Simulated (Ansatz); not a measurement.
**How methods differ on InH3Cl− ([InClH3]-)**

InH3Cl− has 5 atoms, charge -1, and is taken as a singlet. SMILES: `[H][In-]([H])([H])[Cl]`. The shape comes from GFN2-xTB, which is rough for such elements, and wasn't checked as a minimum.

```xyz
5

In   -0.0022    0.0006   -0.1757
Cl    0.0128   -0.0204    2.1636
H     1.6208    0.0134   -0.6709
H    -0.8181    1.4110   -0.6459
H    -0.8134   -1.4046   -0.6711
```

Quantity: the energy change with the In1–Cl2 bond stretched from 2.339 to 5.849 Å, in eV. The values are calculated.

```
                        level                    kind  program  value (eV)  less FCI/STO-3G  CPU time (all runs)
       HF/STO-3G (restricted)            Hartree–Fock   Ansatz        3.81            +0.05                1.1 s
   revPBE/STO-3G (restricted)                     GGA   Ansatz        3.37            -0.39                7.6 s
   r2SCAN/STO-3G (restricted)                meta-GGA   Ansatz        3.72            -0.04                 25 s
     PBE0/STO-3G (restricted)           global hybrid   Ansatz        3.88            +0.12                7.4 s
CAM-B3LYP/STO-3G (restricted)  range-separated hybrid   Ansatz        4.12            +0.36                6.2 s
    wB97X/STO-3G (restricted)  range-separated hybrid   Ansatz        4.06            +0.30                 18 s
   B2PLYP/STO-3G (restricted)           double hybrid   Ansatz        3.97            +0.21                8.8 s
      MP2/STO-3G (restricted)     perturbation theory   Ansatz        3.82            +0.06                1.3 s
    CCSDT/STO-3G (restricted)   coupled cluster or CI   Ansatz        3.76             0.00                2.1 s
                   FCI/STO-3G      exact in the basis   Ansatz        3.76             0.00                 20 s
```

FCI/STO-3G is exact within its basis and frozen core, so for wave-function methods in that basis the difference is their error; functionals converge differently with the basis, so for them it is only a difference. All-electron rows without a relativistic Hamiltonian named are non-relativistic. Sets without diffuse functions describe the anion poorly. The first shape isn't each level's own minimum. The values span 3.37 to 4.12 eV. All rows use very small basis sets, so none should be taken for the real molecule's value. In the correlated wave-function rows the outer d shell of In is correlated, in sets not made for it. Times are those of the runs behind each value, whatever else they computed, on shared processors of several kinds: orders of magnitude only.
